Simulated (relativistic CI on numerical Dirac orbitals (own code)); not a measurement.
## Slater and spin-orbit integrals, Sn¹⁶⁺

These numbers are calculated, not measured: Dirac-Coulomb-Breit CI, KLI orbitals optimised for each configuration, a model potential for QED, unscaled Slater integrals (own radial code, finite nucleus).

Slater integrals F^k, G^k are unscaled and averaged over j, outside the closed core [Ar] 3d10; ζ comes from projecting the Hamiltonian with its Breit term on Σ l·s of the shell.

- 4s²4p⁴: F^2(4p,4p) = 134400, ζ(4p) = 54145 cm⁻¹; <r>(4p) = 0.7738, <r^2>(4p) = 0.6753 (bohr units).
- 4s4p⁵: G^1(4s,4p) = 176900, ζ(4p) = 54051 cm⁻¹; <r>(4s) = 0.7442, <r^2>(4s) = 0.6213, <r>(4p) = 0.774, <r^2>(4p) = 0.6757 (bohr units).
- 4s²4p³4d: F^2(4p,4p) = 134430, ζ(4p) = 54378, F^2(4p,4d) = 128520, G^1(4p,4d) = 162540, G^3(4p,4d) = 103070, ζ(4d) = 5887.3 cm⁻¹; <r>(4p) = 0.7735, <r^2>(4p) = 0.6748, <r>(4d) = 0.8161, <r^2>(4d) = 0.7594 (bohr units).

Averages of the first 10 configurations, taken without configuration mixing, which lowers the lowest level and can move excited configurations by several eV; other configurations of the list can lie among them:

```tsv
Configuration	Parity	States	Average energy above the lowest level (eV)
4s²4p⁴	even	15	9.8
4s4p⁵	odd	12	65.4
4p⁶	even	1	127.1
4s²4p³4d	odd	200	87.3
4s4p⁴4d	even	300	140.3
4s²4p³4f	even	280	169.3
4s4p⁴4f	odd	420	222.6
4p⁵4d	odd	60	199.4
4s4p³4d²	odd	1800	216.9
4s²4p²4d4f	odd	2100	247.1
```
